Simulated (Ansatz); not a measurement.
difluoro(fluorosilyl)silane (F3H3Si2), SMILES F[SiH2][SiH](F)F.

Coordinates come from a ωB97X-D3(BJ)/def2-SVP optimisation. One conformer was computed; it need not be the lowest.

Two levels are set side by side: PBE/def2-SVPD (Ansatz, a first-principles code) and CAM-B3LYP/def2-SVPD (Ansatz). Energy differences of separate SCF runs at the same geometry; the states with an electron removed or added have multiplicity 2 and 2. Differences are taken from unrounded values.

| quantity | PBE |
|---|---|
| vertical ionisation energy (eV) | 10.62 |
| vertical singlet–triplet gap (eV) | 4.95 |

Problem. These are the PBE values. What does CAM-B3LYP give? (The exact figures need the calculation; the answer reports its results.)

Solution. 
```csv
quantity,CAM-B3LYP,PBE minus CAM-B3LYP
vertical ionisation energy (eV),11.24,-0.62
vertical singlet–triplet gap (eV),5.65,-0.70
```
